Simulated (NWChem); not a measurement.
Molecule: CH₄OTe; SMILES O[Te]C

```xyz
7

Te     0.3684     0.0460     0.0045
C     -0.9662    -1.6349     0.0035
H     -1.4698    -1.7402    -0.9654
H     -1.6975    -1.4905     0.8091
H     -0.3654    -2.5327     0.2109
O     -1.0692     1.4397     0.0675
H     -1.2734     1.6617    -0.8496
```
Atoms are numbered in this order, from 1.

Program: NWChem. Coordinates come from a PBE0/def2-SVP (def2 core potentials past Kr) optimisation.

Q: Predict the results for PBE/3-21G, non-relativistic. Quantities: highest occupied level (eV); orbital gap (eV); dipole (D).

A: 
| Item | Value |
|---|---|
| highest occupied level (eV) | -4.56 |
| orbital gap (eV) | 2.81 |
| dipole (D) | 1.94 |
